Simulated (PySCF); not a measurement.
**Checking a proposed structure**

A compound C₇H₈ClFSi gives the data below (simulated from a calculation) and was assigned the structure `C#C[C@@]1(Cl)C([SiH2]F)=C[C@@H]1C`.

13C{1H} NMR (computed): δ 144.4 (C), 135.0 (CH), 103.8 (CH), 87.6 (C), 27.2 (CH2), 25.2 (CH2), 13.2 (CH2).

1H NMR (300 MHz, computed): δ 6.16 (m, 1H), 2.55 (m, 1H), 2.42 (m, 1H), 2.09 (m, 1H), 2.03 (s, 1H), 1.98 (m, 1H), 1.14 (m, 1H), 1.02 (m, 1H).

[PySCF 2.14.0 with density-fitted response routines: NMR shieldings at PBE0/pcSseg-1/GIAO; structure optimised with GFN2-xTB; non-relativistic; no solvent; one conformer]

Referencing at the same level of theory: 1H (σ = 31.72 ppm), 13C (σ = 186.93 ppm) vs TMS.

Question: Compare with the shifts computed for the proposed structure, pairing carbons in order of shift.

Answer: Mapped SMILES: `[CH:1]#[C:2][C@@:3]1([Cl:4])[C:5]([SiH2:6][F:7])=[CH:8][C@@H:9]1[CH3:10]` (H(Xn): hydrogen on atom n).

```json
{"atom": "C8", "computed for proposal": "169.3", "given list": "144.4", "difference": "+24.9"}
{"atom": "C5", "computed for proposal": "157.1", "given list": "135.0", "difference": "+22.1"}
{"atom": "C2", "computed for proposal": "87.1", "given list": "103.8", "difference": "-16.7"}
{"atom": "C1", "computed for proposal": "84.0", "given list": "87.6", "difference": "-3.6"}
{"atom": "C3", "computed for proposal": "65.5", "given list": "27.2", "difference": "+38.3"}
{"atom": "C9", "computed for proposal": "57.5", "given list": "25.2", "difference": "+32.3"}
{"atom": "C10", "computed for proposal": "19.3", "given list": "13.2", "difference": "+6.1"}
```

The rms difference is 23.7 ppm and the largest +38.3 ppm at C3 (allylic fully substituted sp3 carbon bonded to Cl). The carbon types in order of shift don't match either: CH, C, C, CH, C, CH, CH3 for the proposal against C, CH, CH, C, CH2, CH2, CH2 in the data. The proposal doesn't fit.

Question: Which isomer fits?

Answer: SMILES C1C[Si@](C#C)(F)CC(Cl)=C1.

Carbon types of the structure: 2 × C, 2 × CH, 3 × CH2, which accounts for all hydrogens. δC 144.4: fully substituted alkene carbon; an sp2 carbon of a C=C bond. δC 135.0: alkene CH; as expected for a trigonal carbon in a double bond. δC 103.8: terminal alkyne carbon; sp carbons lie upfield of alkene carbons because the cylindrical π system leaves one tensor component strongly shielded. δC 87.6: alkyne carbon; the triple bond shields along its axis, which puts it between sp3 and sp2 carbons.

Other isomers checked: C#C[C@@]1(Cl)C([SiH2]F)=C[C@H]1C (rms 23.9 ppm).

The data come from this structure; uniqueness wasn't tested.

Carbons that carry Cl, above all several Cl atoms, come out too deshielded, partly because spin–orbit coupling is missing. Splittings by 19F in the carbon and heteronuclear signals aren't shown, as no couplings were computed. Shifts are as computed. Against solution values, carbons near 30 ppm lie about +3 ppm off and those near 130 ppm about +5 ppm; carbons on Cl a further +6 ppm. Of 1309 compounds with measured shifts, 239 miss one by over three times the rms of a fit or turn the order of signals round; such compounds aren't used in these exercises. No couplings were computed; multiplicities are counted from neighbouring protons, with m where these are inequivalent, close in shift, in a saturated or five-membered ring or joined by F or P, and br s for small geminal =CH2 splittings.
